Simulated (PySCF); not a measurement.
AuBr₂⁺: from structure and modes to constants

Computed with UB3LYP in PySCF with Au def2-SVP with ECP60, Br def2-SVP; scalar-relativistic core potentials, no spin–orbit coupling; density-fitted integrals.

The triplet minimum has D∞h symmetry. Masses (u): Au 196.96655, Br 78.91834.

```xyz
3
charge 1 multiplicity 3, angstrom
Au    0.0000    0.0000    0.0000
Br    2.3532    0.0000    0.0000
Br   -2.3532    0.0000    0.0000
```

Harmonic wavenumbers (cm⁻¹): 65.3 (πu, ×2), 220.8 (σg+, ×1), 288.5 (σu+, ×1).

Task: Find the principal moments of inertia and the rotational constants. What kind of rotor is it?

Result: About the centre of mass I = 874.05 u Å². With B = 16.8576/I this gives 0.01929 cm⁻¹. The molecule is linear.

Task: Find the vibrational entropy and heat capacity at 298.15 K.

Result: With u = 1.43878 ω/T, each mode gives S = R[u/(eᵘ−1) − ln(1−e⁻ᵘ)] and C = R u² eᵘ/(eᵘ−1)².
```json
{"ω (cm⁻¹)": "65.3 (×2)", "u": "0.315", "S (J/(mol K))": "17.95", "C (J/(mol K))": "8.25"}
{"ω (cm⁻¹)": "220.8", "u": "1.066", "S (J/(mol K))": "8.17", "C (J/(mol K))": "7.57"}
{"ω (cm⁻¹)": "288.5", "u": "1.392", "S (J/(mol K))": "6.20", "C (J/(mol K))": "7.09"}
```
The sums over all modes are S = 50.3 and C = 31.2 J/(mol K); the softest mode gives 36 % of the entropy (each member, where degenerate).

Task: Give the standard entropy (298.15 K, 1 bar) by its translational, rotational, vibrational and spin parts, and Cp.

Result: Sackur–Tetrode with M = 354.80 u gives 182.1; rotation with symmetry number 2 gives 79.7; vibration 50.3; spin R ln 3 = 9.1. The total is 321.2 J/(mol K), and Cp = 7/2 R + 31.2 = 60.3 J/(mol K).

Other isomers or separated fragments may lie lower. Other spin states or occupations of the open shell can lie lower. No spin–orbit coupling is included, which matters more the heavier the element.
